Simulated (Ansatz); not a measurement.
Total energies of [Se4]2- (Se₄²⁻) from Ansatz at PBE-D4/def2-TZVPD, gas phase (1 Eh = 27.2114 eV = 2625.5 kJ/mol). The reference geometry is relaxed at PBE0-D4/def2-SVPD.

```xyz
4

Se    2.8044   -0.0685    0.0915
Se    0.7068   -0.4829    1.0932
Se   -1.0955    0.8204    0.2205
Se   -2.4157   -0.2691   -1.4052
```

```csv
state,geometry,energy (Eh)
charge -2 singlet,reference,-9604.88095
charge -1 doublet,reference,-9604.93507
charge -1 doublet,relaxed at PBE0-D4/def2-SVPD,-9604.94413
```

A multiply charged anion in the gas phase is held together partly by the finite basis. Removing one electron lowers the energy by 1.19 eV at PBE0-D4/def2-TZVPD, so it isn't bound.

(1) Work out the vertical ionisation energy to the doublet.

(2) How much does the charge -1 doublet relax, and what is the adiabatic ionisation energy?

(1) E(charge -1 doublet) − E(charge -2 singlet) = -9604.93507 − (-9604.88095) = -0.05412 Eh = -1.47 eV. For comparison, −ε of the highest occupied level is -3.48 eV at this level, 2.01 eV less.

(2) Relaxation: -9604.93507 − (-9604.94413) = 0.00906 Eh = 0.25 eV. Adiabatic ionisation energy: -0.06318 Eh = -1.72 eV, without zero-point energy. 

At PBE-D4/def2-TZVPD the highest occupied level of the charge -2 singlet lies above zero (up to 3.48 eV). By energy differences it is unbound by 1.47 eV (vertical, against the charge -1 doublet, at PBE-D4/def2-TZVPD) and held by the finite basis.
